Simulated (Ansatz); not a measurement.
Consider the redistribution: `O[Si](F)([SiH3])[SiH3]` + `[Cl][Al]([Cl])[Cl]` → `O[Si](F)([SiH3])Cl` + `[SiH3][Al]([Cl])[Cl]`.

Computed with Ansatz on PBE0-D4/def2-TZVP structures; ΔE is electronic, products minus reactants. CCSD(T)/CBS adds triple-zeta CCSD(T) − MP2 to the extrapolated MP2 energy (def2 sets, frozen cores). This one scheme is used for every species. Functionals use def2-TZVPP. One conformer a species, not always the lowest.

```tsv
level	ΔE (kJ/mol)
revPBE-D4	17.7
RPA@PBE/def2-TZVPP	18.1
```

(1) What does CCSD(T)/CBS give? (Estimate.)

Largest T1 diagnostic among the species: 0.013.

## Answers

(1) Ansatz gave: +19.4 kJ/mol. The listed levels differ from it by -1.7, -1.3 kJ/mol.

Leaving LDA and LC-ωPBE aside and taking each functional with its dispersion term where it has one, the values, not all of them listed here, spread over 5.6 kJ/mol, from PBE-D4 to B97M-V. LDA lies −3.3 kJ/mol from PBE without D4. At CCSD(T), def2-SVP lies +6.2 kJ/mol from the extrapolated value and def2-TZVPP −1.1 kJ/mol.

CCSD(T)/CBS has its own doubt, a few kJ/mol and more with outer-core shells, so smaller differences from it don't rank the levels.
